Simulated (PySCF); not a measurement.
2p core levels of AlCl2(iBu)

Species: AlCl2(iBu), C4H9AlCl2.
Geometry (PBE0-D3(BJ)/def2-SVP, Å), atoms numbered from 1 in this order:
```xyz
16
C4H9AlCl2 angstrom
Al     0.9519    1.4697    1.1913
Cl     3.0552    1.4444    1.2453
Cl     0.0812    3.3809    1.0605
C     -0.0928   -0.1728    1.2828
C     -0.4487   -0.7396   -0.1026
C      0.8044   -1.0275   -0.9217
C     -1.3943    0.1849   -0.8599
H     -1.0107    0.0177    1.8658
H      0.4993   -0.9089    1.8545
H     -0.9740   -1.7004    0.0521
H      1.3591   -0.0955   -1.1434
H      0.5591   -1.4914   -1.8895
H      1.4970   -1.6957   -0.3877
H     -0.9234    1.1647   -1.0594
H     -2.3153    0.3794   -0.2892
H     -1.6823   -0.2437   -1.8324
```

Method used: delta-SCF UKS SCAN, pcX-2 on the ionised atom, pcseg-1 elsewhere, spin-free X2C in PySCF. Each binding energy is the total energy of the core-ionised species, with the hole localised on one atom, minus that of the ground state; both are solved self-consistently, so orbital relaxation is included. 2p3/2 and 2p1/2 are the ΔSCF energy of one spin-free 2p hole plus the eigenvalues of a spin–orbit and ligand-field matrix of the shell. The splitting includes the ligand field, and 2p3/2 is the mean of two sublevels.

Task: Give the 2p3/2 and 2p1/2 binding energies and the splitting.

Result: 
```json
{"atom": "Cl2/Cl3", "environment": "chlorine bonded to Al", "2p3/2 (eV)": "205.68", "2p1/2 (eV)": "207.34", "splitting (eV)": "1.66", "mean of the shell (eV)": "206.24"}
```

Task: What are the 1s binding energies of the same atoms?

Result: Cl2/Cl3 2828.29 eV.

Task: Which Kα1 and Kα2 emission energies and wavelengths follow?

Result: The photon carries the difference of the 1s-hole and 2p-hole states, both at the ground state's geometry; λ = 12398.42 eV Å/E.

```tsv
atom	Kα1 (eV)	Kα2 (eV)	λ(Kα1) (Å)	λ(Kα2) (Å)
Cl2/Cl3	2622.61	2620.95	4.7275	4.7305
```

Task: And the 1s levels of the other atoms?

Result: C4 (carbon bonded to Al, C and 2 H) 290.13 eV; C6/C7 (carbon bonded to C and 3 H) 290.82 eV; C5 (carbon bonded to 3 C and H) 291.01 eV; Al1 (aluminium bonded to C and 2 Cl) 1568.15 eV.

Topologically equivalent atoms share the value of their first member; where this conformer doesn't relate them by symmetry, their own values could differ. The structure is a single PBE0-D3(BJ)/def2-SVP conformer in the gas phase; no vibrational or solvent corrections.
